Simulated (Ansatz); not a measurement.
Reading a saddle point

A first-order saddle point of ZnNH$_{4}$ClO, closed shell, PBE0-D4/def2-TZVP, with one imaginary mode of 1011i cm⁻¹:

```
atom    x (Å)    y (Å)    z (Å)
 Zn1  -0.8367   0.3010  -0.6177
  N2   0.9753  -0.4321  -0.4428
 Cl3  -2.6225   0.7440  -1.6639
  H4   0.5857  -0.0404   0.7849
  O5  -0.2804   0.5611   1.3122
  H6   1.1029  -1.4192  -0.6212
  H7   1.7484   0.0594  -0.8710
  H8  -0.6727   0.2262   2.1193
```

Computed with Ansatz 0.2.0 (basis: def2-TZVPP and def2-QZVPP); correlated methods freeze the cores. The 3s and 3p shells of Cu and Zn are frozen; filled d shells are correlated. Extrapolation: Hartree–Fock as exp(−7.88 √X), correlation as X^−2.97.

Q: Which contacts change along the imaginary mode, and what lies on either side? (A judgement: the text doesn't fix the answer.)

A: By the calculation: The step is ZnNH₂Cl ([NH2][Zn][Cl]) + H₂O → ZnHClO ([OH][Zn][Cl]) + NH₃ (still joined by a long Zn–N bond), with the molecules in contact on both sides. Shortening one way: Zn1–O5, N2–H4; lengthening the same way: Zn1–N2, H4–O5.
| pair | one side (Å) | saddle (Å) | other side (Å) |
| --- | --- | --- | --- |
| Zn1–O5 | 2.22 | 2.03 | 1.81 |
| N2–H4 | 2.07 | 1.35 | 1.02 |
| Zn1–N2 | 1.87 | 1.96 | 2.13 |
| H4–O5 | 0.98 | 1.18 | 2.62 |

Q: Which side is lower, and how far does the saddle lie above each? (To be estimated.)

A: The calculation gives: The side with Zn1–O5, N2–H4 short is lower by 15.15 kcal/mol; the saddle lies 21.40 kcal/mol above it and 6.25 kcal/mol above the other (CCSD(T) at an estimated basis limit (MP2 extrapolated from triple and quadruple zeta, plus CCSD(T) − MP2 in triple zeta); electronic energies).

No T1 diagnostic of these runs exceeds 0.014.

The step is the kind of ligand exchange by which a precursor binds to a hydroxyl group, or is hydrolysed, in atomic layer deposition of oxides.

Labels in which every atom is bracketed show which atoms are joined, not bond orders.

For scale, one of the runs: CCSD(T)/def2-TZVPP, 224 basis functions, launched by `ansatz run in.yaml --threads 8 --pin off --events-out ev --progress --plain --max-ram 19148MiB`. The run took 23 s on 8 CPU threads of an Intel Xeon 6975P-C (shared host), with 3.9 GiB of host memory at its peak.
